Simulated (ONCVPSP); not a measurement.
## V (Z = 23): one change to an ONCV potential, before and after

ONCVPSP 4.0.1 input, shortened (lines: element, Z, core and valence counts, functional; n l f; lmax; l rc ep ncon nbas qcut; lloc lpopt rc5 dvloc0; l nproj debl; icmod fcfact rcfact), PW91, scalar-relativistic:

```
  V 23.00    3    5  -109134      upf
    1    0    2.00
    2    0    2.00
    2    1    6.00
    3    0    2.00
    3    1    6.00
    3    2    3.00
    4    0    1.50
    4    1    0.50
    2
    0    1.75    0.00    3    8    8.80
    1    2.05    0.00    3    7    8.30
    2    1.85    0.00    5   10    7.30
    4    2    1.15    3.00
    0    2    0.40
    1    2    2.80
    2    2    1.60
    3    5.75    1.35
```

All-electron outer shells of the reference configuration (PW91, scalar-relativistic, ld1.x):

```json
{"shell": "2s", "level (eV)": "-603.50", "outermost node (bohr)": "0.09", "outermost maximum (bohr)": "0.26"}
{"shell": "2p", "level (eV)": "-504.18", "outermost node (bohr)": "–", "outermost maximum (bohr)": "0.21"}
{"shell": "3s", "level (eV)": "-70.98", "outermost node (bohr)": "0.38", "outermost maximum (bohr)": "0.82"}
{"shell": "3p", "level (eV)": "-44.82", "outermost node (bohr)": "0.35", "outermost maximum (bohr)": "0.84"}
{"shell": "3d", "level (eV)": "-5.92", "outermost node (bohr)": "–", "outermost maximum (bohr)": "0.90"}
{"shell": "4s", "level (eV)": "-5.19", "outermost node (bohr)": "1.17", "outermost maximum (bohr)": "2.72"}
{"shell": "4p", "level (eV)": "-1.82", "outermost node (bohr)": "1.30", "outermost maximum (bohr)": "3.59"}
```

Change: all radii but the core radius scaled by about 1.31 (s 2.30, p 2.70, d 2.42 bohr); local potential polynomial inside 1.50 bohr (lpopt 2, dvloc0 3 Ha).

Cutoffs: the cutoffs (Ha) at which the residual kinetic energy of the hardest occupied pseudo-wave falls to 1 and 0.1 mHa per electron; they do not see the model core or the augmentation charge, which bear on the density cutoff. Errors are all-electron minus pseudo energies relative to the spin-unpolarised reference configuration.

Q: Predict the effect on cutoff, ghosts and configuration errors.

A: The potential gets softer (25 Ha and 69 Ha → 20 Ha and 22 Ha); of the 4 tests that both files solve, the error grows in 2 and shrinks in 0 by more than 15 % and 0.3 meV (median size 0.1 → 0.3 meV); neither file shows a bound ghost. A larger radius leaves more room for a smooth pseudo-wave, so fewer plane waves are needed.

| quantity | base | changed |
| --- | --- | --- |
| cutoff, loose | 25 Ha | 20 Ha |
| cutoff, tight | 69 Ha | 22 Ha |
| loose cutoff by channel | s 20 Ha, p 20 Ha, d 25 Ha | s 8.8 Ha, p 15 Ha, d 20 Ha |
| bound ghosts | none | none |
| GHOST(+) flags under 300 eV | none | none |
| error for 3s2 3p6 3d3 4s2 4p0, meV [ΔE -1.66 eV] | +0.1 | 0.0 |
| error for 3s2 3p6 3d3 4s1 4p0, meV [ΔE 6.13 eV] | 0.0 | -0.2 |
| error for 3s2 3p6 3d3 4s0 4p0, meV [ΔE 20.45 eV] | +0.2 | -11 |
| error for 3s2 3p6 3d3 4s1 4p1, meV [ΔE 1.71 eV] | -0.1 | -0.4 |
| rms error of d²Exc/dni dnj with the model core, mHa | 1.17 | 1.86 |
